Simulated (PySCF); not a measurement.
A structure optimised at B3LYP-D3(BJ)/def2-SVP, used in a PySCF frequency run:

```
W
O 1 1.7160
N 1 1.7623 2 113.01
H 3 1.0194 1 146.63 2 2.33
C 1 2.1245 2 105.58 3 -113.46
H 5 1.1016 1 111.45 2 58.18
H 5 1.1026 6 108.52 1 -120.95
H 5 1.1040 6 108.48 7 -118.82
S 1 2.3697 2 114.46 3 123.72
H 9 1.3577 1 93.96 2 35.22
```
Charge 0, spin multiplicity 1.

Question: Write its SMILES and formula.

Answer: [CH3][W](=[NH])(=[O])[SH], CH₅NOSW

Question: What are its rotational constants (standard atomic weights)?

Answer: 3.3550, 1.8505, 1.7805 GHz
